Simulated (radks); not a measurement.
All-electron atom: K3+ in [Ne] 3s2 3p4.

All-electron calculation, Dirac Kohn-Sham, PBE, spin-unpolarised, spherical densities, finite nucleus; open shells fill j = l - 1/2 first; Fermi nuclear charge, rms radius 3.4349 fm. Program: a radial shooting solver on a logarithmic mesh with Libxc functionals.

Energy parts (eV):
| part | energy |
|---|---|
| total | -16300.754 |
| kinetic | 16416.673 |
| electron-nucleus | -38176.420 |
| Hartree | 6334.317 |
| exchange-correlation | -875.323 |

Orbitals (lengths in bohr, moments of r in powers of bohr; <r^-3> diverges for s and p1/2):
1s1/2: occ. 2; eigenvalue (eV) -3565.706; <1/r> 18.72
2s1/2: occ. 2; eigenvalue (eV) -395.7966; <1/r> 3.811
2p1/2: occ. 2; eigenvalue (eV) -324.6240; <1/r> 3.732
2p3/2: occ. 4; eigenvalue (eV) -321.7207; <r^-3> 153.4; <1/r> 3.697
3s1/2: occ. 2; eigenvalue (eV) -72.3722; <1/r> 1.162
3p1/2: occ. 2; eigenvalue (eV) -54.9772; <1/r> 1.055
3p3/2: occ. 2; eigenvalue (eV) -54.6490; <r^-3> 17.45; <1/r> 1.049

The highest occupied level is 3p3/2 at -54.649 eV. The electron density at the nucleus is 5198 e/bohr^3.
